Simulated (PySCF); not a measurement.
# Frontier levels across methods

Compound: C₃H₆BFO.
Cartesian coordinates in Å at the PBE0-D3(BJ)/def2-SVP level; atoms count from 1:
```xyz
12
C3H6BFO angstrom
B      2.4806    0.1597   -0.5119
C      1.3038   -0.5382    0.1342
F      1.4464   -1.6761    0.8332
C      0.0480   -0.0204    0.0288
O     -1.0184   -0.5866    0.5643
C     -2.2487    0.0865    0.4179
H      2.2684    1.1782   -1.1280
H      3.5998   -0.2806   -0.4192
H     -0.0914    0.9090   -0.5354
H     -3.0338   -0.6011    0.7546
H     -2.4352    0.3573   -0.6346
H     -2.2768    0.9968    1.0397
```

Basis pcSseg-2 throughout (PySCF), one geometry. The structure is a single PBE0-D3(BJ)/def2-SVP conformer in the gas phase; no vibrational or solvent corrections.

Question: How do the orbital energies, the gap and the dipole change with the method?

Answer: 
```csv
method,kind,HOMO (eV),LUMO (eV),gap (eV),μ (D),SCF cycles
BLYP,GGA,-5.81,-2.46,3.35,4.25,16
B97-D,GGA,-5.88,-2.45,3.44,4.21,16
OPBE,GGA,-5.89,-2.46,3.42,4.21,16
PBE,GGA,-5.95,-2.61,3.34,4.27,16
KT3,GGA,-5.98,-2.52,3.46,4.16,16
KT2,GGA,-5.99,-2.58,3.41,4.22,16
BP86,GGA,-6.03,-2.67,3.36,4.27,16
LDA,LDA,-6.16,-2.87,3.29,4.37,14
B97-2,global hybrid,-6.79,-1.72,5.08,4.19,14
B3LYP,global hybrid,-6.85,-1.93,4.93,4.23,14
PBE0,global hybrid,-7.05,-1.72,5.33,4.23,14
mPW1PW91,global hybrid,-7.07,-1.73,5.35,4.22,14
BHandHLYP,global hybrid,-8.05,-0.73,7.33,4.22,13
CAM-B3LYP,range-separated hybrid,-8.32,-0.67,7.64,4.22,13
wB97X-D,range-separated hybrid,-8.80,0.07,8.88,4.16,14
HF,Hartree–Fock,-9.54,1.70,11.24,4.25,12
LC-wPBE,range-separated hybrid,-9.54,0.43,9.97,4.19,15
```

The HOMO spans 3.73 eV, from BLYP down to LC-wPBE, and the gap runs from 3.29 eV (LDA) to 11.24 eV (HF). Over the methods BLYP (0 %), B97-D (0 %), OPBE (0 %), PBE (0 %), KT3 (0 %), KT2 (0 %), BP86 (0 %), LDA (0 %), B97-2 (21 %), B3LYP (20 %), PBE0 (25 %), mPW1PW91 (25 %), BHandHLYP (50 %), HF (100 %), a straight line through the gap against the share of exact exchange rises by 0.79 eV for each 10 % (correlation coefficient 1.000). The dipole ranges from 4.16 D (KT3) to 4.37 D (LDA). This basis has no diffuse functions.
